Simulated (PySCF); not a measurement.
Species: C2H9NSi2.
Numbering: `[CH2:1]1[NH:2][SiH2:3][CH2:4][SiH2:5]1` (hydrogens: H6, H7 on C1; H8 on N2; H9, H10 on Si3; H11, H12 on C4; H13, H14 on Si5)

A GFN2-xTB structure with every atom displaced at random (by about 0.01 Å) was refined with PySCF 2.14.0, PBE0-D3(BJ)/def2-SVP geometry optimisation, gas phase. Values at the start:

| coordinate | start |
| --- | --- |
| C1–N2 | 1.458 Å |
| C1–Si5 | 1.885 Å |
| C1–H6 | 1.105 Å |
| N2–Si3 | 1.696 Å |
| N2–H8 | 1.002 Å |
| Si3–C4 | 1.919 Å |
| Si3–H9 | 1.464 Å |
| C4–Si5 | 1.931 Å |
| C4–H11 | 1.053 Å |
| Si5–H13 | 1.464 Å |
| C1–N2–Si3 | 120.8° |
| C1–Si5–C4 | 100.6° |
| N2–C1–Si5 | 109.7° |
| N2–Si3–C4 | 100.6° |
| Si3–C4–Si5 | 103.6° |
| C1–N2–Si3–C4 | 24° |
| N2–C1–Si5–C4 | 4° |
| N2–Si3–C4–Si5 | -17° |
| Si5–C1–N2–Si3 | -19° |

Q: How do these coordinates change at the PBE0-D3(BJ)/def2-SVP level?

A: 
| coordinate | PBE0-D3(BJ)/def2-SVP (Å or °) | change |
| --- | --- | --- |
| C4–H11 | 1.102 | +0.049 |
| N2–Si3 | 1.737 | +0.041 |
| C4–Si5 | 1.891 | -0.040 |
| Si3–C4 | 1.884 | -0.035 |
| C1–Si5 | 1.918 | +0.033 |
| Si5–H13 | 1.496 | +0.032 |
| Si3–H9 | 1.496 | +0.032 |
| N2–H8 | 1.014 | +0.012 |
| C1–N2 | 1.453 | -0.005 |
| C1–H6 | 1.109 | +0.004 |
| N2–C1–Si5 | 106.4 | -3.3 |
| C1–Si5–C4 | 102.5 | +1.9 |
| C1–N2–Si3 | 119.7 | -1.1 |
| N2–Si3–C4 | 100.3 | -0.3 |
| Si3–C4–Si5 | 103.4 | -0.2 |
| C1–N2–Si3–C4 | 31 | +7 |
| Si5–C1–N2–Si3 | -25 | -6 |
| N2–C1–Si5–C4 | 7 | +3 |
| N2–Si3–C4–Si5 | -21 | -4 |

The energy falls by 0.214 eV over 9 energy and gradient evaluations, the largest force component goes from 0.0394 to 2.5e-04 Eh/bohr, and the atoms move by 0.087 Å rms after alignment. Among the bonds, C4–H11 and Si5–H14 change most and about equally (+0.048 to +0.049 Å). Bonds longer at the end by more than 0.005 Å: 9 of 14; shorter: 2. Among the dihedrals that turn most is H6–C1–N2–H8, from -55° to -65°. Rotational constants go from 4766, 2856, 1919 to 4625, 2934, 1943 MHz.

The run used 123 basis functions and 54 SCF cycles in all. Time: 40 s wall; peak memory 0.50 GiB. Hardware: an Intel Xeon 6975P-C with one thread, shared host with 192 logical CPUs at a one-minute load of 29.

Whether it is a minimum is left open (no frequencies). One conformer, not necessarily the lowest.
